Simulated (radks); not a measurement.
Results of a calculation; reference values are marked as such.
Isoelectronic series with 3 electrons, all held in the configuration [He] 2s1, which need not be the ground one along the series. Code: a radial shooting solver on a logarithmic mesh with Libxc functionals. Model: scalar-relativistic Kohn-Sham, LDA (Slater exchange, Perdew-Wang correlation), spin-polarised, spherical densities, finite nucleus; open shells are filled with parallel spins first; Fermi nuclear charge, rms radius of each element as measured or else 0.836 A^(1/3) + 0.57 fm. Total energies (hartree) and orbital eigenvalues (eV) (* marks an orbital that is empty in some or all of the ions):

| ion | E (hartree) | 2s down* | 2s up | 1s down | 1s up |
|---|---|---|---|---|---|
| Li | -7.34408 | -2.0128 | -3.1649 | -50.8044 | -51.0146 |
| Be+ | -14.11746 | -11.9475 | -14.3014 | -115.9797 | -116.4767 |
| B2+ | -23.14228 | -28.7663 | -32.3695 | -208.5327 | -209.3287 |
| C3+ | -34.41951 | -52.3870 | -57.2839 | -328.3615 | -329.4622 |
| O5+ | -63.74011 | -120.0191 | -127.6020 | -649.8556 | -651.5759 |
| F6+ | -81.78887 | -164.0482 | -173.0106 | -851.5673 | -853.6009 |
| Ne7+ | -102.10075 | -214.9020 | -225.2628 | -1080.632 | -1082.980 |
| Mg9+ | -149.52835 | -337.1396 | -350.3423 | -1620.978 | -1623.961 |
| Al10+ | -176.65223 | -408.5537 | -423.1963 | -1932.350 | -1935.653 |
| Si11+ | -206.05553 | -486.8536 | -502.9465 | -2271.257 | -2274.881 |
| P12+ | -237.74327 | -572.0574 | -589.6102 | -2637.754 | -2641.701 |

Estimate the row of N4+.

Answer. E (hartree) -47.95127; 2s down* -82.8023; 2s up -89.0282; 1s down -475.4629; 1s up -476.8720.
